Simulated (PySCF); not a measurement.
TaOF3, SMILES [F][Ta]([F])([F])=[O], multiplicity 1.

Coordinates come from a B3LYP-D3(BJ)/def2-SVP optimisation. The spin state was assumed, not searched. The isomer is the one that the SMILES or the coordinates give; other isomers of the formula were not compared. The def2 effective core potentials stand for the cores of Ta; spin–orbit coupling is left out.

These are PBE0/def2-TZVP (PySCF) values and carry that method's errors.

The molecule is in vacuum.

Computed frontier levels, gap, dipole moment and polarisability:
| Item | Result |
|---|---|
| highest occupied level | -10.31 eV |
| lowest empty level | -1.78 eV |
| orbital gap | 8.54 eV |
| dipole moment | 0.386 e·Å |
| quadrupole, principal values (traceless, Buckingham form, about the centre of nuclear charge) | -1.13, 0.57, 0.57 D·Å |
| mean static polarisability | 34.8 bohr³ (5.16 Å³) |
| polarisability, principal values | 32.7, 32.7, 39.1 bohr³ |
